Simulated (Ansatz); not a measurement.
`[GaH2][GaH2]` + `[OH][AlH2]` → `[AlH2][O][GaH2]` + `[GaH3]` at 500 K and 1 bar (cleavage of the Ga–Ga bond).

Isolated molecules relaxed with PBE0-D4/def2-TZVP in Ansatz; ΔE leaves out vibrations. CCSD(T)/CBS adds triple-zeta CCSD(T) − MP2 to the extrapolated MP2 energy (def2 sets, frozen cores). This one scheme is used for every species. For Ga outer-core shells are correlated without core-valence functions, which leaves a few kJ/mol of doubt a bond. Scalar relativity is left out up to krypton.

```tsv
species	CCSD(T)/CBS energy (Eh)	H − E (kJ/mol)	S (J/(mol·K))
`[GaH2][GaH2]`	-3850.24627	101.9	341.2
`[OH][AlH2]`	-319.03157	95.7	286.7
`[AlH2][O][GaH2]`	-2243.58748	119.9	379.7
`[GaH3]`	-1925.70545	69.3	243.1
```

H − E and S are ideal-gas, rigid-rotor, harmonic terms from PBE0-D4/def2-TZVP. 1 Eh = 2625.50 kJ/mol, R = 8.31446 J/(mol·K).

Task: By hand: ΔE, ΔH, ΔS and ΔG.

Result: ΔE = (-2243.58748) + (-1925.70545) − (-3850.24627) − (-319.03157) = -0.01509 Eh = -39.6 kJ/mol. Δ(H − E) = 119.9 + 69.3 − 101.9 − 95.7 = -8.4, so ΔH = -48.0 kJ/mol. ΔS = 379.7 + 243.1 − 341.2 − 286.7 = -5.1 J/(mol·K). ΔG = -48.0 − 500 × (-5.1)/1000 = -45.5 kJ/mol.

Task: By hand: the equilibrium constant, and the temperature at which ΔG would vanish if ΔH and ΔS stayed fixed.

Result: log₁₀ K = −ΔG/(RT ln 10) = 4.8. ΔG = 0 at ΔH/ΔS = 9412 K, far beyond where these terms or the molecules hold.

The number of gas molecules stays the same, so ΔS is small and ΔH decides. A doubt of 5 kJ/mol in ΔE shifts log₁₀ K by 0.5 here. These are equilibria of isolated gas molecules and say nothing of rates. Largest T1 diagnostic: 0.015 (customary marks: 0.02 for closed shells, 0.045 for open ones).
